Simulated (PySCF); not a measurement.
Species: C3H5NOSi.
Atom-mapped SMILES: `[NH2:1][C:2](=[O:3])[C:4]#[C:5][SiH3:6]` (hydrogens: H7, H8 on N1; H9, H10, H11 on Si6)

The calculation used PBE0-D3(BJ)/def2-SVP geometry optimisation, gas phase in PySCF 2.14.0.

(1) Give the optimised bond lengths and angles.

Answers

(1) 
| bond | length (pm) |
| --- | --- |
| N1–C2 | 135.7 |
| C2=O3 | 121.1 |
| C2–C4 | 146.6 |
| C4≡C5 | 121.9 |
| C5–Si6 | 183.6 |
| N1–H7, N1–H8 | 101.1 |
| Si6–H9, Si6–H10, Si6–H11 | 149.1 |

Bonds in one row agree within 1 pm and their mean is given. A selection of angles:
| angle | degrees |
| --- | --- |
| C2–N1–H7 | 118.1 |
| C2–N1–H8 | 121.9 |
| H7–N1–H8 | 119.9 |
| N1–C2–O3 | 124.2 |
| N1–C2–C4 | 113.7 |
| O3–C2–C4 | 122.1 |
| C2–C4–C5 | 178.0 |
| C4–C5–Si6 | 178.7 |
| C5–Si6–H9 | 109.2 |
| H9–Si6–H10 | 109.6 |

Si6 (SiH3 silicon) is tetrahedral (angles from 109.0° to 110.0°). The 6 heavy atoms lie in one plane (0.003 Å rms). The C–C distances run from 1.219 Å (C4≡C5, drawn triple) to 1.466 Å (C2–C4, drawn single), a spread of 0.247 Å. N1 (amide nitrogen) is planar (angles 121.9°, 119.9° and 118.1°, sum 359.9°, 0.02 Å off the plane of its three neighbours).

Point group: near Cs, missed by 0.09 Å at most; the miss may be what the optimiser left on a soft mode. Whether it is a minimum is left open (no frequencies).

Shape of the structure used: `[NH2:1][C:2](=[O:3])[C:4]#[C:5][SiH3:6]`: H–N1–C2–O3 1°, H–N1–C2–O3 178°.
